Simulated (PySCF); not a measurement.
Rh(40+): ionisation energy

Rh(40+) [He] 2s2 2p1 [2p1/2^1, M_J = 1/2] → Rh(41+) [He] 2s2, as a difference of total energies. Calculation: PySCF 2.14, in an uncontracted even-tempered set (17 s from 19 bohr⁻², ratio 2.4; 12 p from 25 bohr⁻², ratio 2.4; 5 d from 82 bohr⁻², ratio 2.6; 4 f from 120 bohr⁻², ratio 2.6); the two-component X2C-1e Hamiltonian. Correlated levels: nothing frozen; the 32 highest virtual spinors dropped. "Screened" scales the spin-orbit matrix elements by Boettger's factors to mimic the two-electron term; Breit and QED terms are absent.

| method | ionisation energy (eV) |
| --- | --- |
| GHF (spin-free) | 6058.3 |
| GMP2 (spin-free) | 6057.4 |
| GHF (screened spin-orbit) | 6171.5 |
| GMP2 (screened spin-orbit) | 6170.1 |

For this ion Breit and QED terms and the two-electron picture change, all absent here, outweigh the correlation shift from GHF to GMP2.

The spin-free rows lack the spin-orbit shift.

For comparison: 6161 ± 5 eV (semi-empirical (NIST evaluation); NIST Atomic Spectra Database, ionization energies).
